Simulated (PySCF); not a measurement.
Compound: C6H6FO (doublet state).
Structure used (GFN2-xTB), in Å, numbered top down from 1:
```
atom  x, y, z in Å
C1    -2.1399    0.5523    0.5824
C2    -1.2728   -0.5803    0.0294
F3    -1.4638   -0.6572   -1.3359
C4     0.1668   -0.3789    0.3534
C5     1.1336   -0.1546   -0.5739
C6     2.4520    0.0552   -0.2485
C7     3.6875    0.2836   -0.2394
O8     4.8404    0.4874   -0.0994
H9    -3.1779    0.3869    0.3048
H10   -2.0587    0.5858    1.6645
H11   -1.8117    1.5025    0.1674
H12   -1.6179   -1.5462    0.4315
H13    0.4092   -0.3959    1.4058
H14    0.8525   -0.1410   -1.6240
```

The hyperfine couplings belong to this conformer and change with its torsions.

The species is `C[C@@H](F)/C=C/[C]=C=O` [radical].

Level of theory: PySCF, UKS B3LYP, pcH-1 on C F H O, non-relativistic, mean-field spin-orbit, GIAO. Geometry: GFN2-xTB, one conformer, isolated molecule. The geometry wasn't refined by DFT: couplings that depend on bond lengths, twists or pyramidal angles can differ widely from those at the functional's own minimum. The SCF solution wasn't tested for stability.

The Mulliken spin populations are largest on C6 (+0.47), C4 (+0.47), O8 (+0.24) and C5 (-0.18). Three atoms exceed +0.15. The positive populations add up to 1.23 and the negative ones to -0.23, together 2S = 1.

(1) Test a(H) = Q·ρ(C) for the protons on planar carbons with a spin population beyond ±0.08.

Results:

(1) 
```tsv
H	C	ρ(C)	a(H) (G)	a/ρ (G)
H13	C4	+0.471	-10.34	-21.9
H14	C5	-0.177	+3.09	-17.4
```

A least-squares line through the origin gives Q = -21.4 G with Mulliken populations. In every row coupling and population have opposite signs. Where ρ is negative the coupling is positive.

Couplings in gauss use g_iso = 2.0106.
